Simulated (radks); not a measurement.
Problem. Spherical quantum dot in the effective-mass picture: electrons in a parabolic well V = omega^2 r^2 / 2 with omega = 2.78, all in effective atomic units (hartree* = m*/eps^2 hartree, bohr* = eps/m* bohr), one dielectric constant everywhere. Calculated with a radial shooting solver with Libxc functionals: non-relativistic Kohn-Sham, LDA (Slater exchange, Perdew-Wang correlation), spin-polarised, spherical densities. Levels are named by radial order and angular momentum (1s, 1p, 1d, 2s, ...), and open shells are averaged over m. Results are scaled to m* = 0.052 and eps = 11.8, for which hartree* = 10.16 meV and bohr* = 12.01 nm. At N = 30 the configuration is 1s2 1p6 1d10 2s2 1f(up 7, down 3). Does electron 31 go into 1f down or 2p down or 2p up?

Solution. Into 1f down. The total energies of the other choices lie higher by 2.84 meV (2p up), 3.33 meV (2p down).
